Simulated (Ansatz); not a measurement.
Consider the formal hydrolysis of a C–C bond: `CC(C)[SiH2]O` + H₂O → `CC(O)[SiH2]O` + CH₄.

Calculated with Ansatz (gas phase, PBE0-D4/def2-TZVP geometries, no zero-point term in ΔE). CBS: MP2 limit from def2 TZ/QZ plus the TZ coupled-cluster correction, frozen cores. This one scheme is used for every species. DFT in def2-TZVPP. Each species was taken in one conformer, which may not be the lowest.

```csv
level,ΔE (kJ/mol)
ωB97X-V,35.8
CCSD(T)/def2-TZVPP,43.0
```

Problem. What does CCSD(T)/CBS give? (An estimate is asked.)

Solution. The calculation gave: +46.4 kJ/mol. The listed levels differ from it by -10.6, -3.4 kJ/mol.

Largest T1 diagnostic among the species: 0.011.

From r2SCAN to r2SCAN0 (25 % exact exchange), in def2-TZVPP and without D4, ΔE moves by +5.4 kJ/mol. At CCSD(T), def2-SVP lies −15.0 kJ/mol from the extrapolated value and def2-TZVPP −3.4 kJ/mol. In def2-TZVPP, CCSD(T) changes the Hartree–Fock value by +10.2 kJ/mol (the triples alone add −0.0 kJ/mol) and MP2 by +17.1 kJ/mol.

CCSD(T)/CBS has its own doubt, a few kJ/mol and more with outer-core shells, so smaller differences from it don't rank the levels.
